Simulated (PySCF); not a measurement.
## Sn: excitation energy

Sn [Kr] 4d10 5s2 5p2 (3P) → Sn [Kr] 4d10 5s1 5p2 6s1 (5P), as a difference of total energies. All numbers are calculated (PySCF 2.14, scalar relativity through the core potential, in aug-cc-pVTZ-PP with one added diffuse shell each of d, f type with ECP28MDF (6s5p5d3f, 67 functions)). Correlated levels: valence: 4s2 4p6 4d10 frozen. The calculations carry no spin-orbit coupling.

```tsv
method	excitation energy (eV)
UHF	8.215
LDA	10.517
PBE	10.182
PBE0	9.916
r2SCAN	9.941
CAM-B3LYP	10.362
wB97X	10.683
BHandHLYP	10.051
MN15	10.470
MP2 (valence)	9.051
SCS-MP2 (valence)	9.343
```

How much does correlation contribute at MP2 (valence)?

9.051 − (8.215) = 0.836 eV, measured against UHF.

The upper state lies above the first ionisation limit, but in LS coupling its spin forbids autoionisation to the ground ion; at this Z spin-orbit coupling breaks that rule. A Rydberg-like electron needs more diffuse functions than a valence basis has.

The promoted electron is Rydberg-like, and one or two diffuse shells describe it only roughly, which tends to raise the upper state.
